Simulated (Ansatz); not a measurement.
`N/C(Cl)=[CH]/[AlH2]` + H₂ → `C=C(N)Cl` + `[AlH3]`  (hydrogenolysis of a C–Al bond)

Isolated molecules relaxed with PBE0-D4/def2-TZVP in Ansatz; ΔE leaves out vibrations. CBS: MP2 limit from def2 TZ/QZ plus the TZ coupled-cluster correction, frozen cores. This one scheme is used for every species. DFT in def2-TZVPP. Each species was taken in one conformer, which may not be the lowest.

`N/C(Cl)=[CH]/[AlH2]`:

```xyz
10

N     1.818    0.744   -0.645
C     0.600    0.544   -0.071
Cl    0.112    1.944    0.842
C    -0.193   -0.535   -0.188
Al   -1.944   -0.814    0.529
H     2.415    1.456   -0.264
H     2.272   -0.062   -1.039
H     0.255   -1.334   -0.783
H    -2.632   -2.214    0.220
H    -2.704    0.272    1.398
```

H₂:

Cartesian coordinates in Å:
```
H 0.246 -0.274 0.059
H -0.246 0.274 -0.059
```

`C=C(N)Cl`:

```xyz
8

C    -0.357    0.678   -0.944
C     0.242   -0.216   -0.163
N     0.248   -0.255    1.215
Cl    1.223   -1.469   -0.850
H    -0.216    0.666   -2.013
H    -0.985    1.445   -0.508
H     0.296   -1.178    1.615
H    -0.452    0.329    1.647
```

`[AlH3]`:

Z-matrix (Å, degrees):
```
Al
H 1 1.586
H 1 1.586 2 120.0
H 1 1.586 2 120.0 3 -179.9
```

(1) Is it downhill or uphill in electronic energy at CCSD(T)/CBS, and by how much? (Best estimate.)

(2) What do these levels give: PBE-D4, ωB97X-V, r2SCAN, HF/def2-TZVPP, CCSD(T)/def2-TZVPP, MP2/def2-QZVPP? (Estimate.)

Largest T1 diagnostic among the species: 0.012.

Answers

(1) The calculation gave: Uphill: ΔE = +3.2 kcal/mol.

(2) Computed: PBE-D4 5.3, ωB97X-V 2.3, r2SCAN 5.2, HF/def2-TZVPP -3.5, CCSD(T)/def2-TZVPP 2.7, MP2/def2-QZVPP 5.4 kcal/mol.

The D4 term adds +2.2 kcal/mol with B3LYP and +1.2 kcal/mol with PBE0; it sums over pairs of atoms, weighted by their polarisabilities, and B3LYP, whose exchange is more repulsive, gets the larger term. In def2-TZVPP, CCSD(T) changes the Hartree–Fock value by +6.2 kcal/mol (the triples alone add +1.6 kcal/mol) and MP2 by +8.6 kcal/mol.

B3LYP here is the variant with VWN-RPA as its local correlation; programs differ in this.
